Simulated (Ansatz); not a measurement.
`FC(F)(F)C(F)(F)C(F)(F)C(F)(F)C(F)(F)C(F)(F)C(F)(F)C(F)(F)C(F)(F)C(F)(F)CC[S][Au]`. Charge 0, multiplicity 1. Geometry PBE-D4/def2-SVP.

```xyz
39

F     3.675   -4.501   -2.578
C     4.265   -4.406   -1.378
F     3.534   -5.067   -0.467
F     5.479   -4.972   -1.453
C     4.438   -2.907   -0.970
F     4.927   -2.238   -2.039
F     5.348   -2.865    0.034
C     3.183   -2.132   -0.427
F     2.799   -2.697    0.741
F     3.622   -0.870   -0.186
C     1.950   -2.050   -1.374
F     2.325   -1.494   -2.546
F     1.516   -3.318   -1.604
C     0.683   -1.285   -0.829
F    -0.218   -1.329   -1.843
F     0.196   -1.978    0.225
C     0.874    0.211   -0.400
F     1.697    0.830   -1.274
F     1.426    0.226    0.838
C    -0.488    0.996   -0.362
F    -1.435    0.179    0.177
F    -0.829    1.314   -1.626
C    -0.415    2.297    0.507
F    -0.396    1.933    1.817
F     0.745    2.936    0.217
C    -1.567    3.348    0.311
F    -1.331    4.318    1.239
F    -1.433    3.889   -0.920
C    -3.044    2.864    0.487
F    -3.306    2.019   -0.552
F    -3.815    3.983    0.304
C    -3.356    2.243    1.841
C    -4.838    1.987    2.117
S    -5.701    0.746    1.078
Au   -4.370   -1.096    1.230
H    -2.785    1.299    1.941
H    -2.966    2.945    2.607
H    -5.426    2.912    1.930
H    -4.963    1.731    3.188
```

In the def2 sets Au takes a core potential; there is no spin–orbit coupling. HSE06 is defined as in plane-wave codes, on full-range PBE exchange. Single mean-field runs in def2-SVP are fitted with def2-universal-jkfit.

(1) Estimate the orbital energies around the gap (eV) in Ansatz with PBE-D4/def2-SVP, B97M-V/def2-SVP, PBE0-D4/def2-SVP, HSE06-D4/def2-SVP, ωB97X-V/def2-SVP.

Answers

(1) 
```
orbital  PBE-D4/def2-SVP  B97M-V/def2-SVP  PBE0-D4/def2-SVP  HSE06-D4/def2-SVP  ωB97X-V/def2-SVP
 HOMO−9            -8.65            -9.51            -10.61             -10.21            -12.99
 HOMO−8            -8.58            -9.18            -10.35              -9.95            -12.78
 HOMO−7            -8.39            -8.91            -10.07              -9.67            -12.51
 HOMO−6            -8.15            -8.85            -10.03              -9.62            -12.45
 HOMO−5            -7.98            -8.48             -9.78              -9.37            -12.25
 HOMO−4            -7.47            -7.81             -9.04              -8.63            -11.58
 HOMO−3            -7.30            -7.70             -9.04              -8.63            -11.57
 HOMO−2            -7.29            -7.69             -8.91              -8.51            -11.22
 HOMO−1            -6.56            -6.59             -7.61              -7.22             -9.67
   HOMO            -5.30            -5.57             -6.46              -6.07             -8.66
   LUMO            -3.86            -3.77             -3.07              -3.43             -1.15
 LUMO+1            -1.24            -1.20             -0.39              -0.77              1.43
 LUMO+2            -1.06            -0.96             -0.24              -0.60              1.93
 LUMO+3            -0.90            -0.85             -0.10              -0.48              2.18
 LUMO+4            -0.57            -0.40              0.39               0.01              2.40
 LUMO+5            -0.44            -0.29              0.52               0.14              2.94
```
